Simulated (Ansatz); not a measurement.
Basis-set series for CH$_{6}$Al$_{2}$O. Total charge 0; spin multiplicity 1. The bonds changed during the relaxation, so this is another structure than the one it started from. The structure was optimised at the PBE0-D4/def2-TZVP level. It is one conformer, not always the lowest.

| atom | x (Å) | y (Å) | z (Å) |
| --- | --- | --- | --- |
| Al1 | -0.192 | -1.448 | 1.103 |
| C2 | 0.442 | -0.484 | -0.506 |
| O3 | -0.379 | 0.298 | 0.513 |
| Al4 | -0.193 | 1.673 | -0.556 |
| H5 | -1.523 | -2.290 | 0.955 |
| H6 | 0.826 | -1.582 | 2.306 |
| H7 | 1.471 | -0.121 | -0.554 |
| H8 | -0.094 | -0.596 | -1.451 |
| H9 | 1.007 | 2.639 | -0.231 |
| H10 | -1.365 | 1.911 | -1.580 |

| functional | basis | functions | energy (Eh) | HOMO (eV) | LUMO (eV) |
| --- | --- | --- | --- | --- | --- |
| PBE0-D4 | def2-SVP | 94 | -601.19668 | -7.86 | -1.07 |
| PBE0-D4 | def2-QZVPP | 434 | -601.52844 | -7.82 | -1.21 |
| ωB97M-V | def2-SVP | 94 | -601.46706 | -10.05 | 0.59 |
| ωB97M-V | def2-QZVPP | 434 | -601.80243 | -10.05 | 0.09 |

Question: Give the rows for def2-TZVPP. (Best estimate.)

Answer: The calculation gave: 
```json
{"functional": "PBE0-D4", "basis": "def2-TZVPP", "functions": "230", "energy (Eh)": "-601.50580", "HOMO (eV)": "-7.82", "LUMO (eV)": "-1.15"}
{"functional": "ωB97M-V", "basis": "def2-TZVPP", "functions": "230", "energy (Eh)": "-601.78075", "HOMO (eV)": "-10.05", "LUMO (eV)": "0.37"}
```

Positive LUMOs are unbound and depend on the basis.

Results of the Gaussian-basis code of Ansatz.
